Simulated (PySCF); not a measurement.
## Bond curve of CaSe

Set-up: Ca def2-TZVPP, Se def2-TZVPP; no relativity (PySCF 2.14). Energies in eV from Ca + Se in their ground configurations at the same level. All curves are PBE0. state 1: ¹Σ⁺ (singlet), closed shell; state 2: ³Π (triplet), unpaired electrons σ ↑, π ↑, a second solution, started from another occupation; state 3: Ms = 0 determinant of mixed spin (⟨S²⟩ near 1.0), unpaired electrons σ ↓, π ↑, a second solution, started from another occupation; state 4: ³Σ⁺ (triplet), unpaired electrons σ ↑↑, a second solution, started from another occupation.

| R (Å) | state 1 | state 2 | state 3 | state 4 |
| --- | --- | --- | --- | --- |
| 2.098 | -2.091 | 0.073 | 0.098 | -0.347 |
| 2.196 | -2.732 | -0.907 | -0.886 | -1.008 |
| 2.294 | -3.088 | -1.580 | -1.562 | -1.434 |
| 2.367 | -3.214 | -1.930 | -1.913 | -1.638 |
| 2.440 | -3.248 | -2.176 | -2.160 | -1.765 |
| 2.513 | -3.211 | -2.340 | -2.324 | -1.833 |
| 2.611 | -3.081 | -2.458 | -2.442 | -1.852 |
| 2.733 | -2.830 | -2.489 | -2.472 | -1.795 |
| 2.879 | -2.459 | -2.411 | -2.392 | -1.653 |
| 3.074 | -1.924 | -2.198 | -2.173 | -1.398 |

Problem. Put a parabola through the three lowest points of the state 1 curve and estimate Re, k and ωe (reduced mass 26.64 u; 1 eV/Å² = 0.16022 mdyn/Å; ωe = 1302.8·√(k/μ) cm⁻¹).

Solution. Through R = 2.367, 2.44, 2.513 Å the second-order coefficient is 6.66 eV/Å², so Re ≈ 2.438 Å, k ≈ 2.13 mdyn/Å and ωe ≈ 369 cm⁻¹. A polynomial fit of higher order to the unrounded PBE0 energies gives Re = 2.435 Å, k = 2.15 mdyn/Å, ωe = 370 cm⁻¹; anharmonicity and rounding make the difference.

The higher-order fit for each curve: state 1: Re = 2.435 Å, ωe = 370 cm⁻¹, De = 3.25 eV; state 2: Re = 2.706 Å, ωe = 257 cm⁻¹, minimum 2.49 eV below the ground-state fragments; state 3: Re = 2.704 Å, ωe = 259 cm⁻¹, minimum 2.47 eV below the ground-state fragments; state 4: Re = 2.589 Å, ωe = 260 cm⁻¹, minimum 1.85 eV below the ground-state fragments.
